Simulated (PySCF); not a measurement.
## Correlation energy of Sr²⁴⁺ (strontium, charge +24)

[Ne] 3s2 3p2, high-spin 3P determinant. Computed with PySCF 2.14 in an uncontracted even-tempered set (16 s from 2.7 bohr⁻², ratio 2.5; 11 p from 3.5 bohr⁻², ratio 2.5; 5 d from 15 bohr⁻², ratio 2.7; 4 f from 23 bohr⁻², ratio 2.7), with the non-relativistic Hamiltonian (point nucleus). Frozen: 1s2; 12 electrons correlated; the 17 highest virtual orbitals of each spin left out.

| level | correlation energy (mhartree) |
| --- | --- |
| CCSD | -496.24 |
| (T) | -2.07 |
| CCSD(T) | -498.31 |

Diagnostics: T1 = 0.0015, D1 = 0.0066, largest double amplitude 0.085.

Question: Is a single reference adequate?

Answer: Mostly. T1 lies below 0.03, but a double amplitude of this size points to a near-degeneracy that CCSD handles and MP2 describes poorly.

At this charge a non-relativistic calculation is a model, useful for the Z dependence of the correlation energy.

Spin-orbit coupling is strong in this species, so the high-spin LS determinant is a model state.
